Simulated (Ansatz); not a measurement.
Mulliken charges of `[Cl][Zr]([Cl])([Cl])[SeH]` from ωB97M-V/def2-TZVPP in Ansatz (PBE0-D4/def2-TZVP geometry).

| atom | x (Å) | y (Å) | z (Å) | charge (e) |
| --- | --- | --- | --- | --- |
| Cl1 | -1.445 | 1.325 | -1.420 | -0.214 |
| Zr2 | 0.006 | -0.229 | -0.488 | 0.723 |
| Cl3 | -0.436 | -2.381 | -1.215 | -0.205 |
| Cl4 | 2.186 | 0.421 | -0.949 | -0.214 |
| Se5 | -0.335 | -0.284 | 2.036 | -0.181 |
| H6 | 0.024 | 1.148 | 2.036 | 0.091 |

**Question.** By hand: the dipole of these point charges (1 e Å = 4.8032 D).

**Answer.** Σ q r = (-0.002, 0.105, 0.220) e Å, of length 0.244 e Å = 1.17 D.

**Question.** How does the dipole of the full density compare? (An estimate is asked.)

**Answer.** The calculation gave: (0.007, 0.059, 0.062) e Å, 0.41 D; the point charges give 2.85 times that, at 19° from its direction.

Point charges leave out the atoms' own dipoles, such as those of lone pairs, and Mulliken's split depends on the basis, so the two needn't agree.
